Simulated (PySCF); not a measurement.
Match each property card to its molecule.

Structures:
1. `N#CC[SiH2]N`
2. `SCc1ccccn1`
3. `CC1=NC=CN=C1Cl`
4. `C/C=C(/CO)CCl`

Card P (geometry GFN2-xTB):
* Rotational constants A, B, C: 2.217, 1.637, 1.050 GHz
* Static isotropic polarisability (PBE0/def2-SVPD): 81.5 au
* Lowest triplet excitation (Tamm–Dancoff) (TDA PBE0/def2-SVPD): 4.06 eV
* Isotropic shieldings of nuclei other than C and H, by class (GIAO PBE0/pcSseg-1): 287 (1 O), 828 (1 Cl) ppm
* Lowest singlet excitation (TDDFT PBE0/def2-SVPD): 6.02 eV (206 nm, f = 0.110)

Card Q (geometry GFN2-xTB):
- Rotational constants A, B, C: 7.385, 2.575, 2.106 GHz
- Static isotropic polarisability (PBE0/def2-SVPD): 61.1 au
- Point group: C1
- Lowest triplet excitation (Tamm–Dancoff) (TDA PBE0/def2-SVPD): 6.08 eV
- Isotropic shieldings of nuclei other than C and H, by class (GIAO PBE0/pcSseg-1): -29 (1 N), 263 (1 N), 385 (1 Si) ppm
- Lowest singlet excitation (TDDFT PBE0/def2-SVPD): 6.47 eV (192 nm, f = 0.019)

Card R (geometry GFN2-xTB):
- Rotational constants A, B, C: 2.966, 1.647, 1.066 GHz
- Static isotropic polarisability (PBE0/def2-SVPD): 84.8 au
- Lowest triplet excitation (Tamm–Dancoff) (TDA PBE0/def2-SVPD): 3.55 eV
- Lowest singlet excitation (TDDFT PBE0/def2-SVPD): 4.25 eV (292 nm, f = 0.004)
- Isotropic shieldings of nuclei other than C and H, by class (GIAO PBE0/pcSseg-1): -114 (1 N), -102 (1 N), 670 (1 Cl) ppm
- HOMO energy (PBE0/def2-SVPD): -7.65 eV
- 13C chemical shifts (computed TMS as zero) by class (GIAO PBE0/pcSseg-1): 160.2 (1 C), 159.1 (1 C), 147.4 (1 C), 147.3 (1 C), 25.7 (1 C) ppm

Card S (geometry GFN2-xTB):
* Rotational constants A, B, C: 4.217, 1.062, 0.951 GHz
* Static isotropic polarisability (PBE0/def2-SVPD): 96.4 au
* Isotropic shieldings of nuclei other than C and H, by class (GIAO PBE0/pcSseg-1): -81 (1 N), 537 (1 S) ppm
* Point group: C1
* 13C chemical shifts (computed TMS as zero) by class (GIAO PBE0/pcSseg-1): 168.2 (1 C), 155.0 (1 C), 143.0 (1 C), 128.8 (1 C), 126.1 (1 C), 38.8 (1 C) ppm

Species are written as SMILES; each is one conformer at its optimised geometry, gas phase, non-relativistic unless stated. Electronic properties by PySCF. NMR classes are plain means over equivalent atoms (diastereotopic ones count apart unless rotation or inversion swaps them), as if these changed places fast.

Task: Which card belongs to which structure?

Result: P = 4, Q = 1, R = 3, S = 2. What ties each card to its structure:
- 1 (card Q), C2H6N2Si, monoisotopic mass 86.0 u, 5 heavy atoms: an asymmetric top with C = 2.106 GHz, the highest such constant on the cards; polarisability 61.1 au for 46 electrons, the smallest shown.
- 2 (card S), C6H7NS, monoisotopic mass 125.0 u, 8 heavy atoms: 6 C in 6 classes; the least shielded carbon (168.2 ppm) is a substituted aromatic carbon; an asymmetric top with C = 0.951 GHz, the lowest such constant on the cards; polarisability 96.4 au for 66 electrons, the largest shown.
- 3 (card R), C5H5ClN2, monoisotopic mass 128.0 u, 8 heavy atoms: 5 C in 5 classes; the least shielded carbon (160.2 ppm) is an aromatic C–Cl carbon; an asymmetric top with C = 1.066 GHz; polarisability 84.8 au for 66 electrons.
- 4 (card P), C5H9ClO, monoisotopic mass 120.0 u, 7 heavy atoms: an asymmetric top with C = 1.050 GHz; polarisability 81.5 au for 64 electrons.
